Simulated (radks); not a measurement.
Values are calculated unless marked as measured or tabulated.
Ionisation of neutral osmium, [Xe] 4f14 5d6 6s2, to [Xe] 4f14 5d6 6s1 as the strength of local exchange is varied. Level of theory: Dirac Kohn-Sham, Slater X-alpha exchange (alpha = 2/3 is LDA exchange), no correlation, spin-unpolarised, spherical densities, finite nucleus; open shells are shared between the two j in proportion to 2j + 1; Fermi nuclear charge, rms radius 5.4126 fm (a radial shooting solver on a logarithmic mesh with Libxc functionals).

alpha = 0.586: E(Os) (hartree) -17221.8471; exchange (hartree) -283.1190; IE (eV) 8.233; -e of the level emptied (eV) 4.859 (6s1/2); <r> of it (bohr) 3.074
alpha = 0.667: E(Os) (hartree) -17261.0291; exchange (hartree) -323.0403; IE (eV) 8.798; -e of the level emptied (eV) 5.366 (6s1/2); <r> of it (bohr) 3.017
alpha = 0.8: E(Os) (hartree) -17325.5721; exchange (hartree) -389.0023; IE (eV) 9.766; -e of the level emptied (eV) 6.249 (6s1/2); <r> of it (bohr) 2.926
alpha = 0.802: E(Os) (hartree) -17326.5447; exchange (hartree) -389.9982; IE (eV) 9.781; -e of the level emptied (eV) 6.262 (6s1/2); <r> of it (bohr) 2.925
alpha = 0.825: E(Os) (hartree) -17337.7330; exchange (hartree) -401.4584; IE (eV) 9.954; -e of the level emptied (eV) 6.421 (6s1/2); <r> of it (bohr) 2.910
alpha = 0.998: E(Os) (hartree) -17422.1348; exchange (hartree) -488.1484; IE (eV) 11.298; -e of the level emptied (eV) 7.670 (6s1/2); <r> of it (bohr) 2.801

NIST Atomic Spectra Database: 8.438 eV (measured). The Delta-SCF value meets it near alpha = 0.62. Spin polarisation and multiplet splitting are left out, so open shells lie too high by an amount that depends on their filling. Sharing an open shell by 2j + 1 raises it above the true ground level by a part of the spin-orbit splitting, which enters the differences from NIST.

Beside tabulated values, note that spin-unpolarised runs miss the spin-polarisation part of the exchange energy of open shells.
